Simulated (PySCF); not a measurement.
**Energy of Nd (neodymium, neutral) between two integer charges**

The 6s beta orbital of [Xe] 4f4 6s2 is emptied in steps (occupation f), with all orbitals relaxed, ending at [Xe] 4f4 6s1. All numbers are calculated (PySCF 2.14, scalar relativity through the core potential, in def2-SVP with the def2 core potential (28 electrons) (10s6p4d3f1g, 78 functions)). The exact energy is a straight line in f; departures are measured from the line between the end points of the same method.

```tsv
f	UHF (eV)	LDA (eV)	PBE (eV)
1	0.000	0.000	0.000
0.75	0.028	-0.413	-0.400
0.5	0.035	-0.553	-0.538
0.25	0.024	-0.416	-0.405
0	0.000	0.000	0.000
```

| method | E(f=0) − E(f=1) (eV) | −ε at f=1 (eV) | −ε at f=0.5 (eV) |
| --- | --- | --- | --- |
| UHF | 4.529 | 4.696 | 4.518 |
| LDA | 5.706 | 3.518 | 5.700 |
| PBE | 5.494 | 3.378 | 5.477 |

Orbital energy along the path (eV):

```tsv
f	UHF	LDA	PBE
1	-4.696	-3.518	-3.378
0.75	-4.594	-4.596	-4.412
0.5	-4.518	-5.700	-5.477
0.25	-4.458	-6.811	-6.584
0	-4.411	-7.920	-7.421
```

Reference removal energy between the ground levels: 5.525 eV (measured; NIST Atomic Spectra Database, ionization energies). The calculation has no spin-orbit coupling. UHF lacks correlation.
